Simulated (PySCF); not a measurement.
# Radial density of In²⁺ (indium, charge +2)

HSE06, [Kr] 4d10 5s1, 2S determinant. Computed with PySCF 2.14 in aug-cc-pwCVTZ-PP with ECP28MDF, with a scalar-relativistic core potential. This is the valence pseudo-density: the core potential removes the inner electrons and smooths the orbitals near the nucleus.

```tsv
r (bohr)	4πr²ρ (e/bohr)	4πr²(ρα − ρβ)
0.00929	1.200e-05	0.0000
0.0156	2.761e-05	0.0000
0.0263	5.335e-05	0.0000
0.0442	0.0001073	0.0000
0.0743	0.0003916	0.0000
0.125	0.003740	0.0000
0.210	0.05657	0.0001
0.354	1.190	0.0074
0.595	13.54	0.0889
1.00	18.89	-0.0543
1.68	4.452	0.4968
2.83	0.5437	0.3561
4.76	0.01701	0.0163
8.01	2.323e-05	0.0000
```

Energies and moments cover only the electrons outside the core potential.

Problem. Where is the radial spin density 4πr²(ρα − ρβ) most negative, and why is it negative at all?

Solution. Around r = 1.00 bohr, down to -0.0543 e/bohr: exchange with the open shell polarises the paired shells in an unrestricted calculation.
